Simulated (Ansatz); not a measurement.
Calculated with Ansatz (gas phase, PBE0-D4/def2-TZVP geometries, no zero-point term in ΔE). CCSD(T)/CBS adds triple-zeta CCSD(T) − MP2 to the extrapolated MP2 energy (def2 sets, frozen cores). Double bonds are as drawn, so ΔE can hold a change between cis and trans. DFT in def2-TZVPP. B3LYP here is the variant with VWN-RPA as its local correlation; programs differ in this. Elements past krypton have def2 core potentials. For Sn outer-core shells are correlated without core-valence functions, which leaves a few kJ/mol of doubt a bond. Each species was taken in one conformer, which may not be the lowest.

`[CH3][SnH2]/[CH]=C\F` + `[AlH2][CH2]Cl` → `[CH3][SnH2][CH2][AlH2]` + `F/C=C/Cl`  (formal exchange of groups at the Sn–C bond)

(1) Is it downhill or uphill in electronic energy at CCSD(T)/CBS, and by how much? (An estimate is asked.)

(2) What do these levels give: B3LYP-D4, r2SCAN, B3LYP, MP2/def2-TZVPP, CCSD(T)/def2-TZVPP, HF/CBS(def2)? (Best estimate.)

Largest T1 diagnostic among the species: 0.012.

Answers

(1) Computed: Downhill: ΔE = -10.0 kJ/mol.

(2) The calculation gave: B3LYP-D4 -6.5, r2SCAN -12.9, B3LYP -6.1, MP2/def2-TZVPP -11.2, CCSD(T)/def2-TZVPP -8.9, HF/CBS(def2) 3.1 kJ/mol.

In def2-TZVPP, CCSD(T) changes the Hartree–Fock value by −12.1 kJ/mol (the triples alone add −2.0 kJ/mol) and MP2 by −14.4 kJ/mol.
